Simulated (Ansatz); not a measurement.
Isomers of C₂H₅FGeO, relaxed with PBE0-D4/def2-TZVP in Ansatz; electronic energies, one conformer each and not always the lowest. Functionals use def2-TZVPP; CBS adds triple-zeta CCSD(T) − MP2 to the MP2 limit of def2-TZVPP and def2-QZVPP.

Outer-core shells of Ge are correlated without core-valence functions. Scalar relativity is left out up to krypton. Spin–orbit coupling is left out.

Question: Order them by energy at frozen-core CCSD(T)/CBS, lowest first. (An estimate is asked.)
A. `O[C]1(F)[CH2][GeH2]1`
B. `[CH3][GeH]([F])[CH]=O`
C. `F[CH]1O[CH2][GeH2]1`
D. `C[C@H]1[O][Ge@@H]1[F]`
E. `C[C](=O)[GeH2][F]`
F. `[CH3][Ge@H]1[O][C@@H]1F`

Answer: B (0.0 kcal/mol), E (1.3 kcal/mol), D (13.1 kcal/mol), F (33.6 kcal/mol), C (49.3 kcal/mol), A (50.6 kcal/mol).

Question: How do B3LYP, r2SCAN-D4, PBE0-D4, B2PLYP place them (kcal/mol, against `[CH3][GeH]([F])[CH]=O`)? (Estimate.)

Answer: The calculation gave: 
| isomer | B3LYP | r2SCAN-D4 | PBE0-D4 | B2PLYP |
| --- | --- | --- | --- | --- |
| `C[C](=O)[GeH2][F]` | 0.1 | -0.6 | -0.2 | 0.7 |
| `C[C@H]1[O][Ge@@H]1[F]` | 16.7 | 12.2 | 12.9 | 15.5 |
| `[CH3][Ge@H]1[O][C@@H]1F` | 35.4 | 30.7 | 30.8 | 35.6 |
| `F[CH]1O[CH2][GeH2]1` | 51.3 | 48.3 | 45.5 | 52.0 |
| `O[C]1(F)[CH2][GeH2]1` | 53.9 | 48.7 | 46.8 | 54.5 |

B3LYP here is the variant with VWN-RPA as its local correlation; programs differ in this.
